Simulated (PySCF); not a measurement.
`C#C[BH2-][NH2+]C/C=C\C#N`, C6H9BN2

Molfile (atoms numbered from 1):
```
C6H9BN2
     RDKit          3D

 18 17  0  0  0  0  0  0  0  0999 V2000
    3.9831   -1.4174   -0.4899 C   0  0  0  0  0  0  0  0  0  0  0  0
    3.0120   -0.7448   -0.7100 C   0  0  0  0  0  0  0  0  0  0  0  0
    1.7540    0.1247   -0.9700 B   0  0  0  0  0  0  0  0  0  0  0  0
    0.6338   -0.4807    0.1002 N   0  0  0  0  0  0  0  0  0  0  0  0
   -0.6443    0.2247    0.1019 C   0  0  0  0  0  0  0  0  0  0  0  0
   -1.5819   -0.2693    1.1564 C   0  0  0  0  0  0  0  0  0  0  0  0
   -2.9023   -0.3760    1.0085 C   0  0  0  0  0  0  0  0  0  0  0  0
   -3.5731   -0.0538   -0.1890 C   0  0  0  0  0  0  0  0  0  0  0  0
   -4.1344    0.1977   -1.1564 N   0  0  0  0  0  0  0  0  0  0  0  0
    4.8431   -1.9989   -0.3143 H   0  0  0  0  0  0  0  0  0  0  0  0
    1.2911   -0.0254   -2.0584 H   0  0  0  0  0  0  0  0  0  0  0  0
    1.9060    1.2687   -0.6626 H   0  0  0  0  0  0  0  0  0  0  0  0
    0.5151   -1.4606   -0.1432 H   0  0  0  0  0  0  0  0  0  0  0  0
    1.0831   -0.4315    1.0112 H   0  0  0  0  0  0  0  0  0  0  0  0
   -0.4279    1.2862    0.2756 H   0  0  0  0  0  0  0  0  0  0  0  0
   -1.0916    0.1452   -0.8921 H   0  0  0  0  0  0  0  0  0  0  0  0
   -1.1338   -0.5315    2.1071 H   0  0  0  0  0  0  0  0  0  0  0  0
   -3.5407   -0.7159    1.8132 H   0  0  0  0  0  0  0  0  0  0  0  0
  1  2  3  0
  2  3  1  0
  3  4  1  0
  4  5  1  0
  5  6  1  0
  6  7  2  0
  7  8  1  0
  8  9  3  0
  1 10  1  0
  3 11  1  0
  3 12  1  0
  4 13  1  0
  4 14  1  0
  5 15  1  0
  5 16  1  0
  6 17  1  0
  7 18  1  0
M  CHG  2   3  -1   4   1
M  END
```

Theory: GIAO B3LYP/pcSseg-1 magnetisability, rotational g tensor and spin-rotation constants, non-relativistic, gas phase in PySCF. Geometry: GFN2-xTB.

(1) How diamagnetic is it, and how anisotropic?

(2) Split it along the inertial axes a, b, c into diamagnetic and paramagnetic parts about the centre of mass, with the quadrupole moment.

(3) And the rotational g tensor?

Results:

(1) Isotropic -1312 × 10⁻³⁰ J/T², or -79.0 × 10⁻⁶ cm³/mol; principal values -1388, -1293, -1257 × 10⁻³⁰ J/T², anisotropy 117 × 10⁻³⁰ J/T² (root of half the summed squared differences of the principal values). The susceptibility is in cgs units.

(2) 
| axis | χ (10⁻⁶ cm³/mol) | diamagnetic (10⁻⁶ cm³/mol) | paramagnetic (10⁻⁶ cm³/mol) | summed x² of all electrons (Å²) | quadrupole Θ (D Å) |
| --- | --- | --- | --- | --- | --- |
| a | -80.8 | -353.5 | 272.7 | 495.9 | -18.31 |
| b | -76.6 | -2211.7 | 2135.2 | 57.9 | +8.39 |
| c | -79.8 | -2349.4 | 2269.7 | 25.4 | +9.92 |

Anisotropies 2χaa − χbb − χcc = -5.2 and 2χbb − χaa − χcc = +7.4 × 10⁻⁶ cm³/mol. Θ is traceless in Buckingham's convention.

(3) 
```csv
axis,rotational constant (GHz),g,nuclear part,electronic part
a,5.1560,-0.0475,0.6131,-0.6606
b,0.5411,-0.0100,0.5327,-0.5427
c,0.5094,-0.0089,0.5343,-0.5432
```
Asymmetric top; isotopes 11B, 12C, 1H, 14N; no vibrational averaging.
